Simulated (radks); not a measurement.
The numbers below are computed, except where a source is named.
Task: The mean radii <r> (bohr) of the occupied orbitals of an atom or ion are listed with their occupations. Level of theory: scalar-relativistic Kohn-Sham, Slater X-alpha with alpha = 1.029, spin-unpolarised, spherical densities, finite nucleus; Fermi nuclear charge, rms radius of each element as measured or else 0.836 A^(1/3) + 0.57 fm (a radial shooting solver on a logarithmic mesh with Libxc functionals).

| orbital | occ. | <r> |
|---|---|---|
| 1s | 2 | 0.1296 |
| 2s | 2 | 0.6791 |
| 2p | 6 | 0.6574 |
| 3s | 2 | 2.876 |

Name the element and its charge.

Result: Z = 12, magnesium, charge 0: Mg in [Ne] 3s2. The 1s radius gives Z: for a bare nucleus <r> = (2 gamma + 1)/(2Z) with gamma = sqrt(1 - (Z/c)^2), 0.1247 bohr for Z = 12, and screening makes it slightly larger (0.1296 here). The occupations add up to 12, and the charge is Z minus that.
